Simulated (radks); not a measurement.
Task: Coherent X-ray form factor from a spherical all-electron density. Method: scalar-relativistic Kohn-Sham, r2SCAN, spin-unpolarised, spherical densities, finite nucleus; meta-GGA in the generalised Kohn-Sham scheme; Fermi nuclear charge, rms radius of each element as measured or else 0.836 A^(1/3) + 0.57 fm; computed with a radial shooting solver on a logarithmic mesh with Libxc functionals.

sin(theta)/lambda (1/angstrom),f0 (electrons)
0.05,9.933
0.1,9.737
0.15,9.422
0.2,9.008
0.25,8.517
0.3,7.972
0.4,6.812
0.5,5.685
0.6,4.688
0.8,3.208
1,2.332
1.25,1.766
1.5,1.486
2,1.194

The species is in the configuration that NIST lists as its ground one. Which atom or ion scatters so?

Result: The aluminium ion Al3+, [Ne]. Extrapolating in s^2 from the first two rows gives f0(0) = 10.0, near the electron count 10; among species with that count, the fall with angle is slower the higher Z, and the table is that of Z = 13; from so few rows the species is fixed only to a neighbour or two.
